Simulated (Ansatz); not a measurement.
## Worked example: the barrier

An elementary step of BNH$_{3}$OF, closed shell (BNH₃OF ([NH2][B]([OH])[F]) → BOF + NH₃ (still joined by a long B–N bond); bonds formed: N2–H4; bonds broken: O3–H4; bonds weakened to dative contacts: B1–N2). “Start” is the structure reached by relaxing down from the saddle towards the reactants; PBE0-D4/def2-TZVP structures. The saddle:

```xyz
7
angstrom
B -0.5121 0.5289 0.3752
N 0.5011 -0.5291 -0.1825
O -0.9605 1.0805 -0.7083
H -0.0621 0.1337 -1.0672
F -0.7287 0.6813 1.6736
H 1.4884 -0.3847 -0.0102
H 0.2739 -1.5106 -0.0806
```

Program: Ansatz 0.2.0. Basis: def2-TZVPP and def2-QZVPP. Cores are frozen in the correlated methods.

Energies in eV:

| quantity | saddle | start |
| --- | --- | --- |
| Hartree–Fock, triple zeta (X = 3) | -6948.89341 | -6951.67758 |
| Hartree–Fock, quadruple zeta (X = 4) | -6949.21557 | -6952.00777 |
| MP2 correlation, X = 3 | -22.32178 | -21.64655 |
| MP2 correlation, X = 4 | -24.12301 | -23.45246 |
| CCSD(T) correlation, X = 3 | -23.34171 | -22.73903 |

Problem. Work out the barrier at the basis limit: extrapolate Hartree–Fock as E(X) = E∞ + A exp(−7.88 √X) and the MP2 correlation as E(X) = E∞ + B X^−2.97 (the exponents that Neese and Valeev fitted for def2-TZVPP and QZVPP), then add CCSD(T) − MP2 in triple zeta.

Solution. Each step is linear, so take the differences first (saddle − start): Hartree–Fock 2.78417 (X = 3) and 2.79220 (X = 4); MP2 correlation -0.67523 and -0.67055; CCSD(T) correlation -0.60268.
Two points give E∞ = E(4) + w [E(4) − E(3)], with w = 1/(exp(7.88 (2 − √3)) − 1) = 0.1377 for Hartree–Fock and w = 1/((4/3)^2.97 − 1) = 0.7407 for the correlation.
Hartree–Fock: 2.79220 + 0.1377 × 0.00803 = 2.7933 eV.
MP2 correlation: -0.67055 + 0.7407 × 0.00468 = -0.6671 eV.
CCSD(T) − MP2: -0.60268 − (-0.67523) = 0.0726 eV.
Sum: 2.7933 + (-0.6671) + 0.0726 = 2.1988 eV, or 50.71 kcal/mol. Plain CCSD(T) in triple zeta gives 2.1815 eV, so the larger basis shifts the result by 0.0173 eV.

No T1 diagnostic of these runs exceeds 0.014.

Labels in which every atom is bracketed show which atoms are joined, not bond orders.

For scale, one of the runs: CCSD(T)/def2-TZVPP, 166 basis functions, launched by `ansatz run in.yaml --threads 2 --pin off --events-out ev --progress --plain --max-ram 4352MiB`. The run took 21 s on 2 CPU threads of an Intel Xeon 6975P-C (shared host), with 1.6 GiB of host memory at its peak.
